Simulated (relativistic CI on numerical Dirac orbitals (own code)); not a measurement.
Slater and spin-orbit integrals, Sb29+

These numbers are calculated, not measured: Dirac-Coulomb-Breit CI, orbitals from a KLI potential per configuration, model QED (radiative potential, 1s self-energy scaled to tabulated hydrogen-like ionisation energies), unscaled Slater integrals (own radial code, finite nucleus).

Slater integrals F^k, G^k are unscaled and averaged over j, outside the closed core [Ne]; ζ comes from projecting the Hamiltonian with its Breit term on Σ l·s of the shell.

- 3s²3p⁶3d⁴: F^2(3d,3d) = 371770, F^4(3d,3d) = 239600, ζ(3d) = 37256 cm⁻¹; <r>(3d) = 0.2735, <r^2>(3d) = 0.08702 (bohr units).
- 3s²3p⁵3d⁵: ζ(3p) = 289980, F^2(3d,3d) = 370920, F^4(3d,3d) = 239030, F^2(3p,3d) = 326450, G^1(3p,3d) = 355100, G^3(3p,3d) = 235040, ζ(3d) = 36766 cm⁻¹; <r>(3p) = 0.3045, <r^2>(3p) = 0.1071, <r>(3d) = 0.274, <r^2>(3d) = 0.08738 (bohr units).
- 3s3p⁶3d⁵: F^2(3d,3d) = 370610, F^4(3d,3d) = 238830, G^2(3s,3d) = 267780, ζ(3d) = 37033 cm⁻¹; <r>(3s) = 0.311, <r^2>(3s) = 0.1102, <r>(3d) = 0.2743, <r^2>(3d) = 0.08752 (bohr units).

Question: Give the Racah parameters of the d shell in 3s²3p⁶3d⁴.

Answer: B = F²/49 − 5F⁴/441 = 4870 cm⁻¹ and C = 35F⁴/441 = 19016 cm⁻¹.

Averages of the first 10 configurations, taken without configuration mixing, which lowers the lowest level and can move excited configurations by several eV; other configurations of the list can lie among them:

```csv
Configuration,Parity,States,Average energy above the lowest level (eV)
3s²3p⁶3d⁴,even,210,35.5
3s²3p⁵3d⁵,odd,1512,250.5
3s3p⁶3d⁵,even,504,414.7
3s²3p⁶3d³4s,even,240,714.2
3s²3p⁶3d³4p,odd,720,773.7
3s²3p⁶3d³4d,even,1200,854.9
3s²3p⁵3d⁴4s,odd,2520,923.2
3s²3p⁶3d³4f,odd,1680,927.4
3s3p⁶3d⁴4s,even,840,1088.6
3s²3p⁶3d²4s4p,odd,540,1474.1
```
